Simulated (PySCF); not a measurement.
Vertical excitations of a molecule CH3Si, multiplicity 2 from TDA-LC-ωPBE/def2-TZVPD run with PySCF 2.14.0, as energy in eV (oscillator strength): 1.75 (0.000), 2.89 (0.007), 4.30 (0.000), 5.49 (0.018), 5.72 (0.259), 6.27 (0.026), 6.45 (0.009), 6.62 (0.022), 6.71 (0.146), 6.87 (0.050). Geometry optimised at ωB97X-D3(BJ)/def2-TZVP. Other conformers were not sampled.

Problem. Which structure fits?
A. C[Si]
B. C=[SiH]
C. [CH]=[SiH2]

Solution. C, [CH]=[SiH2]
